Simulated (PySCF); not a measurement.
TaF4Br, SMILES [F][Ta]([F])([F])([F])[Br], multiplicity 1.

Geometry: PBE-D3(BJ)/def2-SVP. The multiplicity is an assumed one; other spin states were not compared. The def2 effective core potentials stand for the cores of Ta; spin–orbit coupling is left out.

Method: PBE0/def2-TZVP (PySCF).

Isolated molecule, no solvent.

Estimate the frontier levels, gap, dipole moment and polarisability. (The exact figures need the calculation; the answer reports its results.)


highest occupied level: -10.17 eV
lowest empty level: -3.00 eV
orbital gap: 7.16 eV
dipole moment: 1.91 D
quadrupole, principal values (traceless, Buckingham form, about the centre of nuclear charge): -4.86, -2.89, 7.75 D·Å
mean static polarisability: 57.8 bohr³ (8.56 Å³)
polarisability, principal values: 50.9, 51.8, 70.7 bohr³
